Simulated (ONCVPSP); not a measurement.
# Cutoff test, C (Z = 6), ONCV

* Element: C
* Generator: ONCVPSP 4.0.1
* Type: optimised norm-conserving Vanderbilt (ONCV)
* Functional: PW91
* Relativity: scalar-relativistic
* Frozen core: [He]
* Valence charge: 4
* Reference configuration: 2s2 2p1 (charge +1)
* Partial waves: 2s: rc 1.15 bohr, ncon 3, nbas 6, qcut 6.6 1/bohr, 2 projectors, debl 2.6 Ha; 2p: rc 2.65 bohr, ncon 4, nbas 7, qcut 5.5 1/bohr, 2 projectors, debl 2.8 Ha; d scattering state at 0.32 Ha: rc 2.50 bohr, ncon 4, nbas 8, qcut 4.3 1/bohr, 1 projector
* Local potential: polynomial inside 1.00 bohr (lpopt 3, dvloc0 2 Ha)
* Core correction: Teter function, fcfact 6, rcfact 1.3

**Question.** For each optimised wave give the share of its norm inside rc, the residual kinetic energy above qcut (Ha) and the cutoffs (Ha) for errors of 10, 1, 0.1 and 0.01 mHa per electron.

**Answer.**

```
         wave  norm inside rc  residual KE  10 mHa  1 mHa  0.1 mHa  0.01 mHa
           2s           0.342      2.3e-04    12.0   18.2     34.1      75.6
s projector 2           0.074      2.9e-04    12.0   18.8     26.3      67.6
           2p           0.920      3.1e-07     7.6    9.9     11.7      13.2
p projector 2           0.199      5.1e-05    10.7   12.9     14.6      26.2
d projector 1           0.198      2.2e-05     3.4    5.8      7.8      13.8
```

The occupied waves need 18 Ha and 34 Ha for 1 and 0.1 mHa. Its largest configuration-test error is +857 meV.
